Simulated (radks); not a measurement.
Task: The table gives one normalised radial function P(r) = r R(r) (large component) of Tb2+ in [Xe] 4f9 (r in bohr). All-electron calculation, Dirac Kohn-Sham, PBE, spin-unpolarised, spherical densities, finite nucleus; open shells fill j = l - 1/2 first; Fermi nuclear charge, rms radius 5.06 fm. Program: a radial shooting solver on a logarithmic mesh with Libxc functionals.

| r | P |
|---|---|
| 0.0007693 | 0.0023 |
| 0.001043 | 0.0033 |
| 0.001413 | 0.0046 |
| 0.001915 | 0.0067 |
| 0.002595 | 0.0098 |
| 0.003517 | 0.0146 |
| 0.004729 | 0.0218 |
| 0.006409 | 0.0330 |
| 0.008686 | 0.0499 |
| 0.01177 | 0.0745 |
| 0.01595 | 0.1083 |
| 0.02162 | 0.1503 |
| 0.0293 | 0.1938 |
| 0.03971 | 0.2211 |
| 0.05382 | 0.2024 |
| 0.07294 | 0.1046 |
| 0.09807 | -0.0700 |
| 0.1329 | -0.2608 |
| 0.1801 | -0.3092 |
| 0.2441 | -0.0877 |
| 0.3309 | 0.2983 |
| 0.4484 | 0.4775 |
| 0.6077 | 0.1661 |
| 0.8236 | -0.4481 |
| 1.116 | -0.8892 |
| 1.513 | -0.8900 |
| 2.05 | -0.5750 |
| 2.756 | -0.2510 |
| 3.736 | -0.0665 |
| 5.063 | -0.0093 |
| 6.861 | -0.0006 |
| 9.299 | 0.0000 |

Which n and l does it have? It may be an empty orbital.

Result: n = 5, l = 1: the number of nodes gives n - l - 1 = 3, the rise at small r points to l (for j = l - 1/2 the large component starts outside the nucleus as r^gamma with gamma = sqrt(l^2 - (Z/c)^2) = 0.88 and the r^(l+1) term takes over further out; the orbital of l - 1 with the same j starts with the same power, but with a larger coefficient, and does not steepen), and the extent must fit the shell. The curve is that of 5p1/2; the two j differ most near the nucleus, where j = l - 1/2 has the larger amplitude, and in heavy atoms j = l - 1/2 is also the more compact. 5p1/2: eigenvalue -41.755 eV, 3 radial nodes at r = 0.0881, 0.262, 0.663 bohr, <r> = 1.49 bohr, 90 % of the charge inside 2.19 bohr.
